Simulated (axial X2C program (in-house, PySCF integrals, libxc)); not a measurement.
## Potential curves of Sb₂, 2c

Calculated with an axial X2C code built on PySCF integrals. Two-component (2c) means X2C with spin–orbit coupling and atomic mean-field two-electron Coulomb and Gaunt terms. Basis: Sb dyall-cv3z [11s12p8d4f1g] (cores contracted in-house); Gaussian nuclei, density fitting, unrestricted open shells. Masses: Sb 120.904 u.

State: Ω = 0 (closed shell). Energies in eV from the fragments at the same level (Sb + Sb). Fits are polynomials in 1 − R0/R over 0.85 to 1.23 times the lowest point R0.

```
 R (Å)     PBE0     TPSS
2.1532  -1.1966  -1.4317
2.2523  -2.0616  -2.3319
2.3265  -2.4304  -2.7297
2.4007  -2.6197  -2.9499
2.4750  -2.6709  -3.0335
2.5616  -2.5997  -3.0016
2.6483  -2.4262  -2.8685
2.7596  -2.1034  -2.5980
2.8958  -1.6199  -2.1777
3.0938  -0.8565  -1.4989
```

One determinant describes the state; a PBE0 search over occupations chose it and may have missed a lower one. The closed shell is kept restricted, so the energy runs too high when the bond is stretched far. Dissociation energies refer to the lowest single-determinant-based atoms at the same level and basis.

**Question.** Fit the PBE0 curve near its minimum: give the equilibrium distance, the harmonic wavenumber and the well depth.

**Answer.** At PBE0, 2c: Re = 2.471 Å, ωe ≈ 294 cm⁻¹, De = 2.67 eV to Sb + Sb; Be follows as 0.0457 cm⁻¹.

**Question.** Fit the TPSS curve near its minimum: give the equilibrium distance, the harmonic wavenumber and the well depth.

**Answer.** At TPSS, 2c: Re = 2.495 Å, ωe ≈ 280 cm⁻¹, De = 3.04 eV to Sb + Sb; Be follows as 0.0448 cm⁻¹.
